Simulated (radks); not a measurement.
Values are calculated unless marked as measured or tabulated.
Coulomb parameter of the 3d shell of the titanium ion Ti2+ in the model configuration [Ar] 3d1 4p1, as a second difference U = [E(n + 0.5) + E(n - 0.5) - 2 E(n)] / (0.5)^2 with all orbitals relaxed. "Bare": the charge of the atom changes with n. "Screened": the 4p shell takes up the change at fixed total charge, which measures U(3d,3d) + U(4p,4p) - 2 U(3d,4p). Level of theory: scalar-relativistic Kohn-Sham, r2SCAN, spin-unpolarised, spherical densities, finite nucleus; meta-GGA in the generalised Kohn-Sham scheme; Fermi nuclear charge, rms radius 3.5921 fm (a radial shooting solver on a logarithmic mesh with Libxc functionals).

case,configuration,E - E(n) (eV)
start,[Ar] 3d1 4p1,0.000
bare +0.5,[Ar] 3d1.5 4p1,-10.966
bare -0.5,[Ar] 3d0.5 4p1,14.652
screened +0.5,[Ar] 3d1.5 4p0.5,-5.065
screened -0.5,[Ar] 3d0.5 4p1.5,6.108

U(bare) = 14.744 eV, U(screened by 4p) = 4.170 eV, against the Slater integral F0(3d,3d) = 19.269 eV with frozen orbitals.
